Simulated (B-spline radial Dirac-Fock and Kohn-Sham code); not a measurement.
Kohn-Sham estimates against Dirac-Fock for the levels of Re

System: neutral rhenium, [Xe] 4f14 5d6 6s1 (not the ground configuration).

The density-functional columns are spherical, spin-unpolarised Dirac-Kohn-Sham results without Breit or QED terms: −ε is minus the orbital energy of the initial state and ΔSCF the difference of two total energies. The reference in the last column comes from Dirac-Fock ΔSCF + Breit + QED. All numbers are from a radial finite-basis atomic code, in eV; a selection of levels is shown. For the 1s level of heavy atoms much of the gap between ΔSCF and the reference is the Breit and QED part, -365.2 eV here; for other levels the error of the functional can be larger.

```
level   LDA −ε  LDA ΔSCF  Dirac-Fock
   1s  71470.6   72032.9     71679.1
   2s  12383.3   12484.2     12541.7
2p1/2  11855.8   11986.7     11965.7
2p3/2  10417.8   10529.4     10542.3
   3s   2864.6    2892.1      2946.3
3p1/2   2627.9    2657.7      2691.8
3p3/2   2315.7    2342.4      2378.9
3d3/2   1915.5    1948.2      1956.9
3d5/2   1847.7    1879.3      1890.4
   4s    595.3     606.9       638.1
4p1/2    496.5     508.0       531.5
4p3/2    423.4     434.4       458.5
4d3/2    260.5     271.2       283.4
4d5/2    247.0     257.5       269.9
4f5/2    41.71     51.32       47.89
4f7/2    39.19     48.71       45.49
5p1/2    53.19     59.03       59.39
5p3/2    42.18     47.71       48.59
   5d     4.24      8.56        6.51
   6s     5.54      8.75        6.79
```

Values without a named source are computed, but for edge energies of neutral atoms, which are taken from tables.
